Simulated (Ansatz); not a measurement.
Species: C3H3O, SMILES `[H]/[O+]=C\C#C` (charge 1, multiplicity 1), formula C3H3O.

How many basis functions does frozen-core CCSD(T)/cc-pVTZ // TPSSh-D3(BJ)/def2-TZVP (Ansatz, an electronic-structure program) use, how many core orbitals are frozen, and how many electrons are correlated?

162 basis functions and 4 frozen orbitals, which leaves 20 correlated electrons. Core time is of the order of seconds.
